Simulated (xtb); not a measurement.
triplet methylene (CH2), triplet, from a rough starting geometry.

xtb was given this input:
```
$ xtb mol.xyz --gfn 2 --uhf 2 --opt vtight --json

# file mol.xyz
3

C     -0.00938733     0.00578034     0.29385145
H     -0.01516222     0.95727531    -0.17236341
H     -0.03879247    -0.96013735    -0.16005392
```

Question: What does this run give for the total energy at the end of the optimisation, dipole moment?

Answer: 
The total energy at the end of the optimisation is -2.9383 Eh and the dipole moment is 0.67 D.
